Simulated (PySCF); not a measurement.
**UHF on S⁺ (sulfur, charge +1)**

Configuration: [Ne] 3s2 3p3, high-spin 4S determinant. Computed with PySCF 2.14 in cc-pVTZ-DK (5s4p2d1f, 34 functions), with the spin-free X2C one-electron Hamiltonian (Gaussian nucleus).

| Quantity | Value |
| --- | --- |
| Total energy | -398.251507 hartree |
| One-electron energy | -544.4056 hartree |
| Hartree (Coulomb) energy | 171.0548 hartree |
| Exchange energy | -24.9007 hartree |
| ⟨S²⟩ | 3.7507 |
| ⟨L²⟩ | 0.000 |
| Sum of ⟨r⟩ | 12.74 bohr |
| Sum of ⟨r²⟩ | 20.78 bohr² |
| Langevin diamagnetic susceptibility | -16.5 ×10⁻⁶ cm³/mol |
| Time after the integrals | 0.06 s of wall time on 1 thread of Neoverse-V2 (shared host) |

```tsv
shell	electrons	mean orbital energy (hartree)	rms radius, mean of both spins (bohr)
1s α	1	-92.73844	0.112
1s β	1	-92.70825	0.112
2s α	1	-9.49315	0.516
2s β	1	-9.46130	0.516
2p α	3	-7.13191	0.491
2p β	3	-7.07478	0.491
3s α	1	-1.41746	1.78
3s β	1	-1.07308	1.78
3p α	3	-0.86189	2.03
```

Densities and radii are taken from the X2C orbitals without a picture-change correction, which distorts them close to the nucleus.
